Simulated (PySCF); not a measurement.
**Radial density of Cu³⁺ (copper, charge +3)**

LC-wPBE, [Ar] 3d8, high-spin 3F determinant. All numbers are calculated (PySCF 2.14, a scalar-relativistic core potential, in aug-cc-pVDZ-PP with ECP10MDF (5s5p4d2f, 54 functions)). This is the valence pseudo-density: the core potential removes the inner electrons and smooths the orbitals near the nucleus.

| r (bohr) | 4πr²ρ (e/bohr) | 4πr²(ρα − ρβ) |
| --- | --- | --- |
| 0.00676 | 1.402e-05 | 0.0000 |
| 0.0114 | 3.941e-05 | 0.0000 |
| 0.0191 | 0.0001155 | 0.0000 |
| 0.0322 | 0.0004817 | 0.0000 |
| 0.0541 | 0.004694 | 0.0009 |
| 0.0911 | 0.06420 | 0.0150 |
| 0.153 | 0.6447 | 0.1507 |
| 0.258 | 4.124 | 0.7973 |
| 0.433 | 16.52 | 2.0808 |
| 0.729 | 20.13 | 2.1570 |
| 1.23 | 5.519 | 0.7803 |
| 2.06 | 0.4466 | 0.0813 |
| 3.47 | 0.01164 | 0.0016 |
| 5.84 | 6.976e-05 | 0.0000 |

Energies and moments cover only the electrons outside the core potential.
